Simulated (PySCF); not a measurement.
Isomers of C5H3NOS, one GFN2-xTB conformer each. Single-point energies are computed at PBE0/pcSseg-1 (PySCF, gas phase, no added dispersion term), electronic only.

**Question.** Rank them by PBE0/pcSseg-1 energy, lowest first (kcal/mol).
A. `[N:1]#[C:2][S:3][c:4]1[cH:5][cH:6][cH:7][o:8]1` with C2–S3–C4–C5 83°
B. `[N:1]#[C:2][S:3][c:4]1[cH:5][cH:6][o:7][cH:8]1` with C2–S3–C4–C5 -166°

**Answer.** B (0.0), A (0.1).

Neighbours under 2.5 kcal/mol apart (N#CSc1ccoc1 and N#CSc1ccco1) can change places with a better method, another conformer or zero-point energy. GFN2-xTB itself gives, in the same order: 0.0, 1.4. Both levels put the same isomer lowest.

**Question.** Which frontier levels, dipoles and rotational constants go with these structures?

**Answer.** 
```tsv
SMILES	HOMO (eV, PBE0/pcSseg-1)	LUMO (eV)	dipole (D)	A, B, C (MHz)
N#CSc1ccoc1	-7.04	-0.77	3.91	4315, 1226, 961.7
N#CSc1ccco1	-7.47	-0.97	4.16	3965, 1184, 1120
```
